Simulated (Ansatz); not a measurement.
**Four-centre ligand exchange**

Start structure (BPH₅Br, singlet), relaxed at PBE0-D4/def2-TZVP:

B1  (-0.587, -0.160, -0.889)
Br2  (0.629, -1.622, -1.586)
H3  (-1.675, -0.569, -0.586)
H4  (-0.561, 0.827, -1.573)
H5  (1.644, 0.715, 0.618)
P6  (0.315, 0.286, 0.760)
H7  (-0.221, 1.297, 1.587)
H8  (0.456, -0.774, 1.670)
(Å)

The step: BH₂Br ([BH2][Br]) + PH₃ → BPH₄ ([BH2][PH2]) + HBr; bonds formed: Br2–H5; bonds broken: B1–Br2, H5–P6. Program: Ansatz 0.2.0. Basis: def2-TZVPP and def2-QZVPP. Cores are frozen in the correlated methods. Filled d shells of the heavier atoms are correlated. The def2 sets are not built for correlating such inner shells, so the correlated values are less sure here. Extrapolation: Hartree–Fock as exp(−7.88 √X), correlation as X^−2.97. Energies below are by CCSD(T) at an estimated basis limit (MP2 extrapolated from triple and quadruple zeta, plus CCSD(T) − MP2 in triple zeta).

(1) What are the electronic barrier and the energy of the step, from the start structure to the end structure? (Judge from chemistry; the value comes from the calculation.)

The T1 diagnostic stays at or below 0.013.

Answers

(1) The calculation gives: Barrier 40.45 kcal/mol; step energy 31.62 kcal/mol (uphill); reverse barrier, their difference, 8.83 kcal/mol. Barrier and step energy count from the start structure, the reverse barrier from the end structure.

The saddle point: One imaginary mode of 367i cm⁻¹.
| pair | start (Å) | saddle (Å) | end (Å) |
| --- | --- | --- | --- |
| Br2–H5 | 3.37 | 1.61 | 1.43 |
| B1–Br2 | 2.03 | 2.40 | 3.51 |
| H5–P6 | 1.40 | 1.95 | 2.70 |

Zero-point energy (harmonic, PBE0-D4): ZPE is 31.54 kcal/mol at the start and 28.53 kcal/mol at the saddle, so the barrier goes from 40.45 to 37.43 kcal/mol.

First-order rate constant out of the start structure at 698 K by transition-state theory, with harmonic vibrational free energies alone and no tunnelling: ΔA‡ = 38.36 kcal/mol, so k = (kB T/h) exp(−ΔA‡/kB T) ≈ 10^1 s⁻¹ (an order of magnitude at best: rotation, the number of equivalent paths and anharmonicity are left out).

Labels in which every atom is bracketed show which atoms are joined, not bond orders.

For scale, one of the runs: CCSD(T)/def2-TZVPP, 191 basis functions (an equivalent command: `ansatz run in.yaml --threads 4`). Time: 46 s of wall clock on 4 CPU threads; the host was shared. Peak host memory: 2 GiB.
